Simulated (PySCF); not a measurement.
**Radial density of I (iodine, neutral)**

B3LYP, [Kr] 4d10 5s2 5p5, 2P determinant. All numbers are calculated (PySCF 2.14, scalar relativity by spin-free X2C-1e, in aug-cc-pVTZ-DK3 (8s7p5d2f, 68 functions)).

```json
{"r (bohr)": "0.0268", "4πr²ρ (e/bohr)": "63.99", "4πr²(ρα − ρβ)": "0.0074"}
{"r (bohr)": "0.0451", "4πr²ρ (e/bohr)": "62.58", "4πr²(ρα − ρβ)": "0.0185"}
{"r (bohr)": "0.0759", "4πr²ρ (e/bohr)": "87.75", "4πr²(ρα − ρβ)": "0.0157"}
{"r (bohr)": "0.128", "4πr²ρ (e/bohr)": "69.97", "4πr²(ρα − ρβ)": "-0.0030"}
{"r (bohr)": "0.215", "4πr²ρ (e/bohr)": "72.30", "4πr²(ρα − ρβ)": "0.0404"}
{"r (bohr)": "0.361", "4πr²ρ (e/bohr)": "45.04", "4πr²(ρα − ρβ)": "0.0000"}
{"r (bohr)": "0.608", "4πr²ρ (e/bohr)": "26.65", "4πr²(ρα − ρβ)": "0.1005"}
{"r (bohr)": "1.02", "4πr²ρ (e/bohr)": "16.50", "4πr²(ρα − ρβ)": "0.0019"}
{"r (bohr)": "1.72", "4πr²ρ (e/bohr)": "5.007", "4πr²(ρα − ρβ)": "0.4856"}
{"r (bohr)": "2.89", "4πr²ρ (e/bohr)": "1.931", "4πr²(ρα − ρβ)": "0.3122"}
{"r (bohr)": "4.87", "4πr²ρ (e/bohr)": "0.1689", "4πr²(ρα − ρβ)": "0.0231"}
{"r (bohr)": "8.18", "4πr²ρ (e/bohr)": "0.001082", "4πr²(ρα − ρβ)": "0.0000"}
```

Densities and radii are taken from the X2C orbitals without a picture-change correction, which distorts them close to the nucleus.

Where is the radial spin density 4πr²(ρα − ρβ) most negative, and why is it negative at all?

Around r = 0.128 bohr, down to -0.0030 e/bohr: exchange with the open shell polarises the paired shells in an unrestricted calculation.
